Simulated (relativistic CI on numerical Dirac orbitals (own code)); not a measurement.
# One change at a time: Hf⁴⁷⁺

Base calculation: Dirac-Coulomb-Breit CI, orbitals from a KLI potential per configuration, QED by a radiative potential, unscaled Slater integrals.

Configuration list (outside the closed core [Ne]): 3s2.3p6.3d7, 3s2.3p5.3d8, 3s2.3p4.3d9, 3s.3p6.3d8, 3p6.3d9, 3s.3p5.3d9, 3s2.3p6.3d6.4s, 3s2.3p6.3d6.4p, 3s2.3p4.3d8.4s, 3s2.3p6.3d6.4d, 3s2.3p4.3d8.4p, 3s2.3p5.3d7.4s, 3s2.3p6.3d6.4f, 3s2.3p4.3d8.4d, 3s.3p5.3d8.4s, 3s2.3p5.3d7.4p, 3s.3p5.3d8.4p, 3s2.3p5.3d7.4d, 3s2.3p6.3d5.4s2, 3s.3p5.3d8.4d, 3s.3p6.3d7.4s, 3p6.3d8.4s, 3s2.3p6.3d5.4s.4p, 3s2.3p5.3d7.4f, 3p6.3d8.4p, 3s.3p6.3d7.4p, 3s2.3p6.3d6.5s, 3s2.3p6.3d5.4p2, 3s2.3p6.3d6.5p, 3p6.3d8.4d, 3s2.3p5.3d6.4s2, 3s2.3p6.3d6.5d, 3s2.3p6.3d6.5f, 3s.3p6.3d6.4s2, 3s2.3p5.3d7.5s, 3s2.3p6.3d6.6s. Levels of other configurations are missing.

Variants: (1) valence Slater integrals scaled by 0.9; (2) one mean potential for all configurations. Shifts of the energy above 3s2.3p6.3d7 4F_9/2, in eV, for the lowest level and the first level of each name with at least 55 % of one term (blank where a level changes its place among those of its configuration and J or its character, or is not in the variant):

| Level | Base | Δ(1) | Δ(2) |
| --- | --- | --- | --- |
| 3s2.3p6.3d7 4F_9/2 | 0.000 | 0.000 | 0.000 |
| 3s2.3p6.3d7 4F_7/2 | 57.033 | +0.357 | +0.010 |
| 3s2.3p6.3d7 4P_5/2 | 68.775 | -0.685 | +0.010 |
| 3s2.3p6.3d7 2H_11/2 | 72.111 | -1.354 | +0.011 |
| 3s2.3p6.3d7 2F_5/2 | 83.449 | -2.382 | +0.009 |
| 3s2.3p6.3d7 2D_3/2 | 100.760 | -3.784 | +0.010 |
| 3s2.3p6.3d7 4F_5/2 | 121.408 | -0.125 | +0.020 |
| 3s2.3p5.3d8 4G°_11/2 | 387.124 | +2.041 | -0.134 |
| 3s2.3p5.3d8 2D°_5/2 | 398.655 | +0.980 | -0.133 |
| 3s2.3p5.3d8 2F°_7/2 | 399.761 | +0.897 | -0.134 |
| 3s2.3p5.3d8 4F°_9/2 | 406.463 | +0.121 | -0.130 |
| 3s2.3p5.3d8 4G°_9/2 | 452.982 | +1.249 | -0.133 |
| 3s2.3p5.3d8 2H°_11/2 | 474.819 | -1.212 | -0.132 |
| 3s2.3p5.3d8 2G°_7/2 | 477.324 | -1.144 | -0.130 |
| 3s2.3p5.3d8 2G°_9/2 | 491.552 | -2.346 | -0.130 |
| 3s2.3p5.3d8 2F°_5/2 | 504.160 | -3.592 | -0.128 |
| 3s2.3p5.3d8 2H°_9/2 | 749.848 | -1.430 | -0.131 |

At this charge energies of transitions that change n are usually good to better than 1 %, and those within a shell (Δn = 0) to a few per cent.

Ionisation energy from the two ground configurations alone: base 4117.9 eV. The NIST ASD value (theoretical) is 4118 eV.

LS names give the leading component of a level, which can be under half, so a name can repeat, a term be missing and a line seem to break the LS rules.
